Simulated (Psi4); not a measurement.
ethyl methyl carbonate (C₄H₈O₃), singlet, at a GFN2-xTB geometry; Psi4 with HF/STO-3G.

Here is a job for Psi4.
```
memory 2 GB

molecule {
0 1
C    -3.03352122   -0.41163842   -0.03480905
C    -1.77002507    0.35031435    0.31622935
O    -0.65161878   -0.38828133   -0.18665742
C     0.54314173    0.14423225    0.04712074
O     0.75080793    1.16978543    0.63215238
O     1.47941538   -0.65062217   -0.47585791
C     2.81948238   -0.20793627   -0.30495175
H    -3.01068628   -1.39979818    0.41570490
H    -3.89948710    0.12993476    0.33426510
H    -3.11409601   -0.52390616   -1.11222340
H    -1.76694868    1.34905101   -0.13422869
H    -1.66043459    0.46592034    1.40019533
H     3.44392287   -0.97225834   -0.75959052
H     2.97001014    0.75423290   -0.79847543
H     3.05441669   -0.10006298    0.75572043
}

set {
  basis sto-3g
  level_shift 1.0
}

energy('scf')
print_variables()
```

Output, abridged:

```
   => Loading Basis Set <=

    Name: STO-3G
    Role: ORBITAL
    Keyword: BASIS

         ---------------------------------------------------------
                                   SCF
               by Justin Turney, Rob Parrish, Andy Simmonett
                          and Daniel G. A. Smith
                              RHF Reference
         ---------------------------------------------------------

  ==> Geometry <==

    Molecular point group: c1
    Full point group: C1

    Geometry (in Angstrom), charge = 0, multiplicity = 1:

       Center              X                  Y                   Z               Mass
    ------------   -----------------  -----------------  -----------------  -----------------
         C           -3.071428060534    -0.414463080451    -0.033843908717    12.000000000000
         C           -1.807931910534     0.347489689549     0.317194491283    12.000000000000
         O           -0.689525620534    -0.391105990451    -0.185692278717    15.994914619570
         C            0.505234889466     0.141407589549     0.048085881283    12.000000000000
         O            0.712901089466     1.166960769549     0.633117521283    15.994914619570
         O            1.441508539466    -0.653446830451    -0.474892768717    15.994914619570
         C            2.781575539466    -0.210760930451    -0.303986608717    12.000000000000
         H           -3.048593120534    -1.402622840451     0.416670041283     1.007825032230
         H           -3.937393940534     0.127110099549     0.335230241283     1.007825032230
         H           -3.152002850534    -0.526730820451    -1.111258258717     1.007825032230
         H           -1.804855520534     1.346226349549    -0.133263548717     1.007825032230
         H           -1.698341430534     0.463095679549     1.401160471283     1.007825032230
         H            3.406016029466    -0.975083000451    -0.758625378717     1.007825032230
         H            2.932103299466     0.751408239549    -0.797510288717     1.007825032230
         H            3.016509849466    -0.102887640451     0.756685571283     1.007825032230

  Running in c1 symmetry.

  Rotational constants: A =      0.28990  B =      0.04506  C =      0.03988 [cm^-1]
  Rotational constants: A =   8690.84750  B =   1351.00780  C =   1195.48242 [MHz]
  Nuclear repulsion =  320.927673274860581

  Charge       = 0
  Multiplicity = 1
  Electrons    = 56
  Nalpha       = 28
  Nbeta        = 28

  ==> Algorithm <==

  SCF Algorithm Type is DF.
  DIIS enabled.
  MOM disabled.
  Fractional occupation disabled.
  Guess Type is SAD.
  Energy threshold   = 1.00e-06
  Density threshold  = 1.00e-06
  Integral threshold = 1.00e-12

  ==> Primary Basis <==

  Basis Set: STO-3G
    Blend: STO-3G
    Number of shells: 29
    Number of basis functions: 43
    Number of Cartesian functions: 43
    Spherical Harmonics?: true
    Max angular momentum: 1

   => Loading Basis Set <=

    Name: (STO-3G AUX)
    Role: JKFIT
    Keyword: DF_BASIS_SCF

  ==> Integral Setup <==

  SCF_SUBTYPE=INCORE selected. In-core MEM_DF algorithm will be used.
  Using in-core AOs.

  ==> MemDFJK: Density-Fitted J/K Matrices <==

    J tasked:                   Yes
    K tasked:                   Yes
    wK tasked:                   No
    Algorithm:                 Core
    Schwarz Cutoff:           1E-12
    Mask sparsity (%):       2.1633
    Fitting Condition:        1E-10

   => Auxiliary Basis Set <=

  Basis Set: (STO-3G AUX)
    Blend: DEF2-UNIVERSAL-JKFIT
    Number of shells: 223
    Number of basis functions: 675
    Number of Cartesian functions: 795
    Spherical Harmonics?: true
    Max angular momentum: 4

  Minimum eigenvalue in the overlap matrix is 2.0823728545E-01.
  Reciprocal condition number of the overlap matrix is 8.5571894015E-02.
    Using symmetric orthogonalization.

  ==> Pre-Iterations <==

  SCF Guess: Superposition of Atomic Densities via on-the-fly atomic UHF (no occupation information).

   -------------------------
    Irrep   Nso     Nmo
   -------------------------
     A         43      43
   -------------------------
    Total      43      43
   -------------------------

  ==> Iterations <==

                           Total Energy        Delta E     RMS |[F,P]|

   @DF-RHF iter SAD:  -371.06437877749215   -3.71064e+02   0.00000e+00
   @DF-RHF iter   1:  -375.60623007811535   -4.54185e+00   1.30729e-02 ADIIS/DIIS/SHIFT
   @DF-RHF iter   2:  -375.78666096985677   -1.80431e-01   4.05267e-03 ADIIS/DIIS
   @DF-RHF iter   3:  -375.81307254262612   -2.64116e-02   9.72954e-04 ADIIS/DIIS
   @DF-RHF iter   4:  -375.81553183089727   -2.45929e-03   2.97523e-04 ADIIS/DIIS
   @DF-RHF iter   5:  -375.81587088720443   -3.39056e-04   1.13392e-04 ADIIS/DIIS
   @DF-RHF iter   6:  -375.81590896476877   -3.80776e-05   2.37373e-05 DIIS
   @DF-RHF iter   7:  -375.81591031258813   -1.34782e-06   1.03872e-05 DIIS
   @DF-RHF iter   8:  -375.81591047068343   -1.58095e-07   1.57627e-06 DIIS
   @DF-RHF iter   9:  -375.81591047638034   -5.69690e-09   2.10781e-07 DIIS
  Energy and wave function converged.

  ==> Post-Iterations <==

    Orbital Energies [Eh]
    ---------------------

    Doubly Occupied:

[...]
      28A     -0.330060

    Virtual:

[...]
    Final Occupation by Irrep:
              A
    DOCC [    28 ]
    NA   [    28 ]
    NB   [    28 ]

  @DF-RHF Final Energy:  -375.81591047638034

   => Energetics <=

    Nuclear Repulsion Energy =            320.9276732748605809
    One-Electron Energy =               -1153.6770953632483270
    Two-Electron Energy =                 456.9335116120074076
    Total Energy =                       -375.8159104763803384

Computation Completed

Properties will be evaluated at   0.000000,   0.000000,   0.000000 [a0]

Properties computed using the SCF density matrix

 Multipole Moments:

 ------------------------------------------------------------------------------------
     Multipole            Electronic (a.u.)      Nuclear  (a.u.)        Total (a.u.)
 ------------------------------------------------------------------------------------

 L = 1.  Multiply by 2.5417464519 to convert [e a0] to [Debye]
 Dipole X            :          3.9146129           -4.0114782           -0.0968654
 Dipole Y            :          0.3065852           -0.2989183            0.0076669
 Dipole Z            :         -0.0901009            0.1021355            0.0120346
 Magnitude           :                                                    0.0979107

 ------------------------------------------------------------------------------------

  Variable Map:
  ----------------------------------------------------------------------------
[...]
  Array Variable Map:
  ----------------------------------------------------------------------------
[...]
[...]
```
